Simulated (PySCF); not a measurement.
# Energy of Er²⁺ (erbium, charge +2) between two integer charges

The 4f beta orbital of [Xe] 4f12 is emptied in steps (occupation f), with all orbitals relaxed, ending at [Xe] 4f11. Calculation: PySCF 2.14, in def2-SVP with the def2 core potential (28 electrons); scalar relativity through the core potential. The exact energy is a straight line in f; departures are measured from the line between the end points of the same method.

| f | UHF (eV) |
| --- | --- |
| 1 | 0.000 |
| 0.75 | 1.221 |
| 0.5 | 1.568 |
| 0.25 | 1.132 |
| 0 | 0.000 |

Q: For UHF, how does the orbital energy at f = 1 compare with the removal energy?

A: −ε = 25.213 eV against a total-energy difference of 18.454 eV. By Janak's theorem ε = ∂E/∂f, so the gap between them reflects the curvature. Along the path −ε is 21.528 (f = 0.75), 18.214 (f = 0.5), 15.259 (f = 0.25) eV.

Reference removal energy between the ground levels: 22.7 ± 0.03 eV (semi-empirical (NIST evaluation); NIST Atomic Spectra Database, ionization energies). The calculation has no spin-orbit coupling. The determinant left behind need not be the lowest term of the ion. UHF lacks correlation.
